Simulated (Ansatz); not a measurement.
BiH3O (SMILES [OH][BiH2]) moved off its minimum; all values from Ansatz (a first-principles code), cores frozen in correlated methods. Elements past Kr take the def2 small-core potentials, without spin–orbit coupling.
(charge 0, multiplicity 1)
```xyz
5

Bi    -0.0748    -0.0894     0.0582
H     -1.6618     0.0402    -0.8121
H      0.4380    -1.4707    -0.9187
O      0.9675     1.2549    -1.0220
H      1.4576     1.9134    -0.3239
```

Forces at HF/def2-TZVPP (eV/Å):

```json
[
 {"atom": "Bi1", "Fx": "-0.812", "Fy": "-0.614", "Fz": "0.586"},
 {"atom": "H2", "Fx": "0.449", "Fy": "0.061", "Fz": "0.044"},
 {"atom": "H3", "Fx": "0.003", "Fy": "-0.085", "Fz": "-0.137"},
 {"atom": "O4", "Fx": "2.713", "Fy": "3.772", "Fz": "3.120"},
 {"atom": "H5", "Fx": "-2.353", "Fy": "-3.135", "Fz": "-3.613"}
]
```

### Question
Give the forces (eV/Å), the total energy and the dipole at CCSD(T)/def2-TZVPPD.

### Answer

```json
[
 {"atom": "Bi1", "Fx": "-1.030", "Fy": "-0.898", "Fz": "1.572"},
 {"atom": "H2", "Fx": "0.173", "Fy": "0.056", "Fz": "-0.150"},
 {"atom": "H3", "Fx": "0.074", "Fy": "-0.312", "Fz": "-0.364"},
 {"atom": "O4", "Fx": "2.624", "Fy": "3.588", "Fz": "1.599"},
 {"atom": "H5", "Fx": "-1.841", "Fy": "-2.434", "Fz": "-2.657"}
]
```
Energy -290.5715 hartree, dipole 2.43 D.
